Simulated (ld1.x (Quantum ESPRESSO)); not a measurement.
# Which setting gave this result? (osmium, RRKJ)

Base potential:

- Element: osmium (Os)
- Generator: ld1.x (Quantum ESPRESSO) 7.5
- Type: norm-conserving RRKJ (Kleinman–Bylander form)
- Functional: PBE
- Relativity: scalar-relativistic
- Frozen core: [Kr] 4d10 4f14
- Valence charge: 16
- Reference configuration: 5s2 5p6 5d6 6s0 6p0 (charge +2)
- Partial waves: 5p (bound): rc 1.75 bohr; 5d (bound): rc 1.80 bohr; 5s (bound): rc 1.00 bohr
- Local potential: the s channel
- Core correction: a·sin(br)/r model core, default radius (core density twice the valence density)

Cutoffs, loose and tight: the cutoffs (Ry, on a coarse ladder) from which the occupation-weighted sum of valence levels, in a spherical-Bessel basis at the reference potential, stays within 10 and 1 mRy of its value at 400 Ry. They do not see the model core or the augmentation charge, which bear on the density cutoff. Test errors are all-electron minus pseudo excitation energies from the reference, over the configurations 5s2 5p6 5d6 6s2 6p0; 5s2 5p6 5d6 6s1 6p0; 5s2 5p6 5d5 6s0 6p0; 5s2 5p6 5d6 6s0 6p2; 5s2 5p6 5d4 6s0 6p0; 5s2 5p6 5d5 6s2 6p1; 5s2 5p6 5d6 6s1 6p1; variants that change the core or the reference have their own tests. The largest error is taken over the tests solved by every variant that gives reliable tests at all, those not shown here included: 5s2 5p6 5d4 6s0 6p0; 5s2 5p6 5d5 6s0 6p0; 5s2 5p6 5d6 6s0 6p2.

Only the s radius is moved (1 further runs of the sweep failed or gave no value and are left out):

| s radius (bohr) | cutoff, loose | cutoff, tight | bound ghosts | largest test error (meV) |
| --- | --- | --- | --- | --- |
| 0.86 | 230 Ry | over 300 Ry | none | +109 |
| 1.18 | 110 Ry | 180 Ry | none | +126 |
| 1.36 | 80 Ry | 140 Ry | none | +149 |
| 1.5 | 70 Ry | 110 Ry | none | +158 |

Problem. One more run gave cutoff, loose: 120 Ry; cutoff, tight: 230 Ry; bound ghosts: none; largest test error (meV): +120. Which value of the s radius was used?

Solution. 0.98 bohr. The loose cutoff moves one way along this sweep, from 230 Ry at 0.86 to 70 Ry at 1.5 bohr, which places the run between 0.86 and 1.18 bohr.
